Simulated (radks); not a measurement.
Values are calculated unless marked as measured or tabulated.
All-electron atom: Si+ in [Ne] 3s2 3p(up 1, down 0).

Code: a radial shooting solver on a logarithmic mesh with Libxc functionals. Model: scalar-relativistic Kohn-Sham, PBE, spin-polarised, spherical densities, point nucleus.

Energy parts (hartree):
total: -289.56242
kinetic: 290.30044
electron-nucleus: -687.02445
Hartree: 127.59074
exchange-correlation: -20.42916

Orbitals (lengths in bohr, moments of r in powers of bohr; <r^-3> diverges for s and p1/2; r(90%) holds 90 % of the orbital's charge):
| orbital | occ. | eigenvalue (hartree) | <r^-3> | r(90%) |
|---|---|---|---|---|
| 1s up | 1 | -65.98702 | - | 0.199 |
| 1s down | 1 | -65.98363 | - | 0.199 |
| 2s up | 1 | -5.47523 | - | 0.895 |
| 2s down | 1 | -5.47138 | - | 0.895 |
| 2p up | 3 | -3.86159 | 48.35 | 0.903 |
| 2p down | 3 | -3.85651 | 48.33 | 0.903 |
| 3s up | 1 | -0.71672 | - | 3.09 |
| 3s down | 1 | -0.67592 | - | 3.10 |
| 3p up | 1 | -0.44521 | 3.107 | 3.75 |
| 3p down | 0 | -0.40472 | 3.106 | 3.83 |

The highest occupied level is 3p up at -12.115 eV. For comparison, the ionisation energy in NIST's Atomic Spectra Database is 16.346 eV (measured). In exact Kohn-Sham theory the highest level is minus the ionisation energy, but local and semilocal functionals leave it too shallow, through self-interaction and a potential that decays too fast; potentials with the right tail come closer.
